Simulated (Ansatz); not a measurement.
Ru₃H₆. Total charge 0; quintet. Geometry PBE0-D4/def2-SVP.

```xyz
9

Ru   -1.080    0.890    0.406
Ru    0.346   -0.089   -1.290
Ru    1.010   -0.389    0.914
H    -0.065    0.324    1.987
H    -2.080   -0.303    0.473
H     1.794   -0.889   -0.907
H     0.172   -1.683    1.092
H    -1.319    0.943   -1.290
H     1.221    1.196   -1.385
```

In the def2 sets Ru takes a core potential, while STO-3G treats all electrons; there is no spin–orbit coupling. B3LYP takes the VWN-RPA correlation. At HF/STO-3G, r2SCANh-D4/def2-TZVP, PBE0-D4/def2-TZVP the charge 0 quintet is spin-contaminated (final ⟨S²⟩ up to 9.79, 6.00 for a pure state). The order of the spin states hangs on the level: the singlet lies 0.12 eV below the quintet at B3LYP-D4/def2-TZVP, but 8.68 eV above it at HF/STO-3G. The quintet is doubtful at HF/STO-3G (⟨S²⟩ 9.79, where a pure state has 6.00). The singlet is doubtful at HF/STO-3G (restricted singlet, unstable in another Hartree–Fock run and untested here). The structure comes from a short search, and lower isomers may exist.

Q: Estimate the α-spin orbital energies around the gap (eV) in Ansatz with HF/STO-3G, r2SCAN-D4/def2-TZVP, r2SCANh-D4/def2-TZVP, B3LYP-D4/def2-TZVP, PBE0-D4/def2-TZVP.

A: 
| orbital | HF/STO-3G | r2SCAN-D4/def2-TZVP | r2SCANh-D4/def2-TZVP | B3LYP-D4/def2-TZVP | PBE0-D4/def2-TZVP |
| --- | --- | --- | --- | --- | --- |
| HOMO−13 | -13.86 | -9.30 | -9.77 | -9.98 | -10.26 |
| HOMO−12 | -13.65 | -9.08 | -9.57 | -9.80 | -10.11 |
| HOMO−11 | -13.57 | -9.02 | -9.43 | -9.63 | -9.89 |
| HOMO−10 | -12.99 | -8.70 | -9.15 | -9.40 | -9.63 |
| HOMO−9 | -12.80 | -8.37 | -8.88 | -9.16 | -9.40 |
| HOMO−8 | -12.44 | -7.46 | -7.89 | -8.21 | -8.52 |
| HOMO−7 | -12.04 | -7.32 | -7.83 | -8.09 | -8.30 |
| HOMO−6 | -11.44 | -6.86 | -7.41 | -7.72 | -8.04 |
| HOMO−5 | -10.82 | -6.77 | -7.38 | -7.68 | -7.94 |
| HOMO−4 | -10.79 | -5.81 | -6.39 | -6.64 | -6.96 |
| HOMO−3 | -9.09 | -5.68 | -6.24 | -6.51 | -6.80 |
| HOMO−2 | -7.40 | -5.13 | -5.67 | -6.06 | -6.30 |
| HOMO−1 | -6.90 | -4.98 | -5.44 | -5.62 | -5.87 |
| HOMO | -4.61 | -4.63 | -5.09 | -5.33 | -5.58 |
| LUMO | 2.79 | -3.89 | -3.52 | -3.31 | -3.07 |
| LUMO+1 | 3.83 | -3.42 | -3.09 | -2.93 | -2.69 |
| LUMO+2 | 4.92 | -2.48 | -2.13 | -1.88 | -1.69 |
| LUMO+3 | 5.89 | -1.76 | -1.44 | -1.30 | -1.11 |
| LUMO+4 | 6.32 | -1.15 | -0.80 | -0.76 | -0.53 |
| LUMO+5 | 7.64 | -0.91 | -0.62 | -0.64 | -0.41 |
| β HOMO | -6.10 | -4.32 | -4.80 | -5.32 | -5.50 |
| β LUMO | 3.35 | -3.74 | -3.24 | -3.17 | -2.75 |
